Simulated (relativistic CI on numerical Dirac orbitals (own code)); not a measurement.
**Pd³⁺: what numerical and physical settings do to a radial Dirac CI calculation**

Reference input:

```
atom Pd  Z=46  charge=3  electrons=43
nucleus A=106  rms_radius_fm=4.5318
hamiltonian dirac-coulomb  breit=on  qed=on  c_scale=1
orbitals kli  potential=per-configuration
slater_scale 1
correlation none
mixing on
grid step=0.0125 r_max=50.3
scf mixing=0.4 start=green max_iterations=150 tolerance=2e-08 node_fill=0.05
configurations
  [Kr] 4d7
  [Kr] 4d6 5s
  [Kr] 4d6 5p
  [Kr] 4d5 5s2
  [Ar] 3d10 4s2 4p5 4d8
end
```

Computed lowest total energy -5036.84032 Ha, first excitation 2688.4 cm⁻¹, 55 SCF steps. Runs with settings changed; * marks those that are bad on purpose (the QED terms keep the true α when c is scaled):

```
                               Changed        Outcome    Lowest level    ΔE (Ha)  First excitation (cm⁻¹)  SCF steps                  Message
                  SCF tolerance 0.0001      converged  4p6 4d7 4F_9/2  -1.19e-06                   2688.4         40                         
                   SCF tolerance 1e-06      converged  4p6 4d7 4F_9/2   2.99e-08                   2688.4         48                         
                  start potential bare      converged  4p6 4d7 4F_9/2   3.68e-10                   2688.4         72                         
SCF mixing 0.05, speed of light × 1.25      converged  4p6 4d7 4F_9/2       38.3                   1686.3         73                         
        end of the grid at 7.54 bohr *  not converged                                                             11  orbital 4d3/2 not found
      node fill of the KLI weights 5 *      converged  4p6 4d7 4F_9/2       0.53                   3269.2         60
```

With so few configurations and no correlation, terms lie too far apart (by 10 to 50 % near neutrality), their order can be wrong, and levels of other configurations are missing.
